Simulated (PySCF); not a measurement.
H6S, SMILES [H][S@OH27]([H])([H])([H])([H])[H].

Coordinates come from a ωB97X-D3(BJ)/def2-TZVP optimisation.

Computed with ωB97X/def2-TZVPD run with PySCF.

Isolated molecule, no solvent.

Computed frontier levels, gap, dipole moment and polarisability:
- highest occupied level = -9.08 eV
- lowest empty level = 0.82 eV
- orbital gap = 9.90 eV
- dipole moment = 0.00 D
- quadrupole, principal values (traceless, Buckingham form, about the centre of nuclear charge) = 0.00, 0.00, 0.00 D·Å
- mean static polarisability = 37.8 bohr³ (5.60 Å³)
- polarisability, principal values = 37.8, 37.8, 37.8 bohr³
